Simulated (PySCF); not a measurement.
B(Br)(OH)(NH2) (BBrH3NO), SMILES NB(O)Br. Geometry optimised at ωB97X-D3(BJ)/def2-SVP. Other conformers were not sampled.

Give the equilibrium geometry at ωB97X-D3(BJ)/def2-SVP (PySCF confirms it by a frequency run) as bond lengths and angles, and its point group. (An estimate is asked for; the answer gives what the named calculation found.)

One answer among several that fit: point group Cs.
Atoms: B1 Br2 O3 H4 N5 H6 H7. Bonds (Å): B1–Br2 1.955, B1–O3 1.361, B1–N5 1.398, O3–H4 0.962, N5–H6 1.012, N5–H7 1.010. Angles (°): Br2–B1–O3 119.7, Br2–B1–N5 118.8, O3–B1–N5 121.5, B1–O3–H4 113.0, B1–N5–H6 121.4, B1–N5–H7 123.2, H6–N5–H7 115.5.
